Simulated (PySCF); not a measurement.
PySCF 2.14 output of a UHF calculation on a single atom or ion in x2c-TZVPall (6s5p4d1f, 48 functions), with scalar relativity by spin-free X2C-1e:

```
SCF conv_tol = 1e-09
number electrons alpha = 12  beta = 9
cycle= 1 E= -852.532285068162  delta_E= -0.00388  |g|= 0.0174  |ddm|= 0.0412
cycle= 2 E= -852.532384552833  delta_E= -9.95e-05  |g|= 0.00287  |ddm|= 0.00684
cycle= 3 E= -852.532387575427  delta_E= -3.02e-06  |g|= 0.000126  |ddm|= 0.00157
cycle= 4 E= -852.53238759785  delta_E= -2.24e-08  |g|= 4.61e-05  |ddm|= 0.000353
cycle= 5 E= -852.532387599622  delta_E= -1.77e-09  |g|= 1.21e-05  |ddm|= 0.000148
cycle= 6 E= -852.532387599824  delta_E= -2.02e-10  |g|= 2.04e-06  |ddm|= 7.71e-05
converged SCF energy = -852.532387599824  <S^2> = 3.7518958  2S+1 = 4.0009478
```

The run itself started from symmetry-adapted Hartree-Fock orbitals and held the occupation by maximum overlap, so the iterations belong to that start.

Problem. Which element, charge and spin multiplicity is this?

Solution. Ti⁺ (titanium, charge +1), multiplicity 4; the state was [Ar] 3d2 4s1, high-spin 4F determinant.
